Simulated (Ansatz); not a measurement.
Mulliken charges of `[SiH3]C(Cl)Br` from ωB97M-V/def2-TZVPP in Ansatz (PBE0-D4/def2-TZVP geometry).

| atom | x (Å) | y (Å) | z (Å) | charge (e) |
| --- | --- | --- | --- | --- |
| Si1 | -0.193 | 0.867 | 0.402 | 0.141 |
| C2 | 0.334 | -0.739 | -0.453 | -0.182 |
| Cl3 | 1.075 | -1.834 | 0.722 | -0.070 |
| Br4 | -1.225 | -1.535 | -1.303 | -0.065 |
| H5 | -0.771 | 1.775 | -0.619 | -0.007 |
| H6 | -1.193 | 0.522 | 1.437 | 0.008 |
| H7 | 1.011 | 1.482 | 1.014 | -0.009 |
| H8 | 1.053 | -0.594 | -1.256 | 0.183 |

Problem. By hand: the dipole of these point charges (1 e Å = 4.8032 D).

Solution. Σ q r = (0.096, 0.355, -0.050) e Å, of length 0.371 e Å = 1.78 D.

Problem. How does the dipole of the full density compare? (Estimate.)

Solution. Ansatz gave: (0.112, 0.282, -0.061) e Å, 1.49 D; the point charges give 1.19 times that, at 7° from its direction.

Point charges leave out the atoms' own dipoles, such as those of lone pairs, and Mulliken's split depends on the basis, so the two needn't agree.
